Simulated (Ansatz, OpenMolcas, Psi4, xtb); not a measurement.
# A ladder of methods for AlSbH3F (SMILES [F][AlH][SbH2])

AlSbH3F has 6 atoms, charge 0, and is taken as a singlet. SMILES: `[F][AlH][SbH2]`. Geometry: relaxed at PBE0-D4/def2-TZVP. This is one conformer, not always the lowest.

| atom | x (Å) | y (Å) | z (Å) |
| --- | --- | --- | --- |
| F | -1.1146 | -1.6324 | 1.2623 |
| Al | -0.3361 | -1.0393 | -0.0698 |
| Sb | 1.2799 | 1.0037 | 0.3348 |
| H | -0.5948 | -1.8007 | -1.4317 |
| H | 0.8421 | 1.5920 | -1.2099 |
| H | -0.0344 | 1.8129 | 1.0681 |

Each level gives the energy change with the Al2–H4 bond stretched from 1.582 to 2.847 Å (eV). The values are calculated.

| level | kind | program | value (eV) | CPU time (all runs) |
| --- | --- | --- | --- | --- |
| GFN1-xTB | semi-empirical | xtb | 1.83 | under 2 s |
| HF/def2-SVP (core potential) (restricted) | Hartree–Fock | Psi4 | 3.37 | 26 s |
| BLYP/def2-SVP (core potential) (restricted) | GGA | Ansatz | 2.52 | 11 s |
| M06-L/def2-SVP (core potential) (restricted) | meta-GGA | Psi4 | 2.84 | 90 s |
| CAM-B3LYP/def2-SVP (core potential) (restricted) | range-separated hybrid | Ansatz | 3.02 | 16 s |
| B2PLYP/def2-SVP (core potential) (restricted) | double hybrid | OpenMolcas | 2.92 | 37 s |
| RPA@PBE0/def2-SVP (core potential) (restricted) | RPA | Ansatz | 2.93 | 24 s |
| MP3/def2-SVP (core potential) (restricted) | perturbation theory | Psi4 | 3.02 | 21 s |
| CCSD/def2-SVP (core potential) (restricted) | coupled cluster or CI | Psi4 | 2.79 | 64 s |

The first shape isn't each level's own minimum. The values span 1.83 to 3.37 eV. In the correlated wave-function rows the outer d shell of Sb is correlated, in sets not made for it. CPU times are rough (shared hosts, several kinds of processor and program).
